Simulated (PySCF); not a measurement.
GeCl₂, SMILES [Cl][Ge][Cl] (connectivity only; charge and spin as stated), neutral, multiplicity 1.

Geometry optimised at PBE0-D3(BJ)/def2-TZVP. The isomer is the one that the SMILES or the coordinates give; other isomers of the formula were not compared.

Method: PySCF with PBE/def2-TZVPD.

Isolated molecule, no solvent.

The total energy comes out as -2996.83839 hartree, the point group comes out as C2v and the highest occupied level is -7.07 eV. The lowest empty level comes out as -3.86 eV. The orbital gap is 3.21 eV and the dipole moment comes out as 1.84 D. The quadrupole, principal values (traceless, Buckingham form, about the centre of nuclear charge) is -4.57, 0.93, 3.64 D·Å and the mean static polarisability is 63.4 bohr³ (9.39 Å³). The polarisability, principal values is 46.7, 63.2, 80.3 bohr³.
